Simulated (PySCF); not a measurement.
Species: C₂H₇BS₃Si.
SMILES: `[SiH3]S[C@H]1CSBS1`

Torsions of this conformer, `[SiH3:1][S:2][C@H:3]1[CH2:4][S:5][BH:6][S:7]1`: Si1–S2–C3–C4 -78°.

The closed-shell ground state was solved at several levels (PySCF, density fitting, gas phase, non-relativistic). One conformer (not necessarily the lowest) at the PBE0-D3(BJ)/def2-SVP geometry, without solvent, vibrations or thermal averaging.

```csv
level,basis functions,HOMO (eV),LUMO (eV),gap (eV),dipole (D)
B3LYP/pcSseg-1,182,-6.96,-1.28,5.68,0.92
PBE0/pcSseg-1,182,-7.22,-1.16,6.06,0.96
```

(1) Estimate the row for PBE0/def2-SVPD, a basis of 221 functions; the other rows only guide the guess.

(2) Over all these levels, which gives the widest orbital gap and which the narrowest?

(3) How far do the dipole and the HOMO energy spread over the levels?

Results:

(1) HOMO -7.17 eV, LUMO -1.18 eV, gap 5.99 eV, dipole 0.95 D.

(2) PBE0/pcSseg-1 (global hybrid, 25 % exact exchange) has the widest, 6.06 eV, and B3LYP/pcSseg-1 (global hybrid, 20 % exact exchange) the narrowest, 5.68 eV. The two share the basis. From the narrowest to the widest the HOMO moves by -0.26 eV and the LUMO by +0.12 eV.

(3) The dipole runs from 0.92 to 0.96 D (mean 0.94 D) and the HOMO from -7.22 to -6.96 eV.
